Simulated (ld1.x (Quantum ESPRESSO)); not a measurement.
# Logarithmic derivatives: P (Z = 15), RRKJ

| Property | Result |
| --- | --- |
| Element | phosphorus |
| Generator | ld1.x (Quantum ESPRESSO) 7.5 |
| Type | norm-conserving RRKJ (Kleinman–Bylander form) |
| Functional | PBE |
| Relativity | scalar-relativistic |
| Frozen core | [Ne] |
| Valence charge | 5 |
| Reference configuration | 3s2 3p3 |
| Partial waves | 3s (bound): rc 1.45 bohr; 3p (bound): rc 1.65 bohr; 3d channel at 0.35 Ry: rc 1.55 bohr |
| Local potential | all-electron potential smoothed inside 1.15 bohr (lloc = -1) |
| Core correction | none |
| rho0 | 0.02 |

The phase is arctan(r·u′/u) with u = r·R(r), unwrapped; energies in Ry, scanned from -3 to 5 Ry. A pole is an energy at which the radial function vanishes at the test radius. The pseudo phase is shifted by a multiple of π to meet the all-electron one at the reference energy, and phase errors are pseudo minus all-electron; the curves can meet again beyond the range given. Levels narrower than the energy grid can be missing from the lists of poles.

```json
{"channel": "s", "radius (bohr)": "1.80", "reference energy (Ry)": "-1.03", "poles, all-electron": "2.49", "poles, pseudo": "1.49, 3.93", "unbroken range about the reference energy with phases within 0.05 rad": "below 1.1", "phase error 1 Ry above the reference energy (rad)": "-0.012"}
{"channel": "p", "radius (bohr)": "1.80", "reference energy (Ry)": "-0.40", "poles, all-electron": "3.55", "poles, pseudo": "3.21", "unbroken range about the reference energy with phases within 0.05 rad": "below 4.5", "phase error 1 Ry above the reference energy (rad)": "-0.007"}
{"channel": "d", "radius (bohr)": "1.80", "reference energy (Ry)": "0.35", "poles, all-electron": "4.19", "poles, pseudo": "4.27", "unbroken range about the reference energy with phases within 0.05 rad": "the whole range", "phase error 1 Ry above the reference energy (rad)": "+0.003"}
```

Phases in the s channel:

| E (Ry) | all-electron | pseudo |
| --- | --- | --- |
| -3.00 | 1.024 | 1.017 |
| -2.76 | 0.966 | 0.959 |
| -2.52 | 0.893 | 0.885 |
| -2.28 | 0.796 | 0.789 |
| -2.04 | 0.666 | 0.659 |
| -1.80 | 0.489 | 0.483 |
| -1.56 | 0.251 | 0.246 |
| -1.32 | -0.046 | -0.047 |
| -1.08 | -0.362 | -0.362 |
| -0.84 | -0.642 | -0.643 |
| -0.60 | -0.861 | -0.864 |
| -0.36 | -1.022 | -1.029 |
| -0.12 | -1.141 | -1.151 |
| 0.12 | -1.230 | -1.245 |
| 0.36 | -1.299 | -1.319 |
| 0.60 | -1.353 | -1.380 |
| 0.84 | -1.397 | -1.433 |
| 1.08 | -1.434 | -1.482 |
| 1.32 | -1.465 | -1.532 |
| 1.56 | -1.492 | -1.592 |
| 1.80 | -1.516 | -1.688 |
| 2.04 | -1.537 | -1.978 |
| 2.28 | -1.556 | -3.888 |
| 2.52 | -1.573 | -4.439 |
| 2.76 | -1.589 | -4.557 |
| 3.00 | -1.604 | -4.613 |
| 3.24 | -1.619 | -4.649 |
| 3.48 | -1.632 | -4.675 |
| 3.72 | -1.646 | -4.696 |
| 3.96 | -1.659 | -4.714 |
| 4.20 | -1.672 | -4.730 |
| 4.44 | -1.685 | -4.745 |
| 4.68 | -1.699 | -4.758 |
| 4.92 | -1.713 | -4.771 |
